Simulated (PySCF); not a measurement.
Correlation energy of Tb⁻ (terbium, charge -1)

[Xe] 4f9 6s2 6p1, one real determinant. Computed with PySCF 2.14 in x2c-TZVPPall with one added diffuse shell each of s, p, d, f type (12s8p8d5f2g, 129 functions), with scalar relativity by spin-free X2C-1e. Frozen: [Kr] 4d10; 20 electrons correlated.

MP2 pair energies summed by pair of shells (mhartree):

```tsv
pair	energy	share (%)
4f-4f	-267.06	36.9
4f-5p	-191.58	26.5
5p-5p	-120.23	16.6
4f-5s	-41.73	5.8
5s-5p	-32.39	4.5
5p-6s	-25.99	3.6
6s-6s	-13.97	1.9
4f-6s	-13.17	1.8
6s-6p	-7.27	1.0
5s-5s	-6.03	0.8
5p-6p	-2.10	0.3
5s-6s	-1.31	0.2
4f-6p	-1.04	0.1
5s-6p	-0.13	0.0
```

Total MP2 correlation energy: -723.99 mhartree.

Same-spin part -296.35 and opposite-spin part -427.64 mhartree; SCS-MP2 scales them by 1/3 and 6/5 to -611.95 mhartree.

The reference is one real determinant that mixes LS terms of this configuration.

The Hartree-Fock reference does not bind the outermost electron (its level is positive or very diffuse), so these energies belong to a reference that the basis holds together.
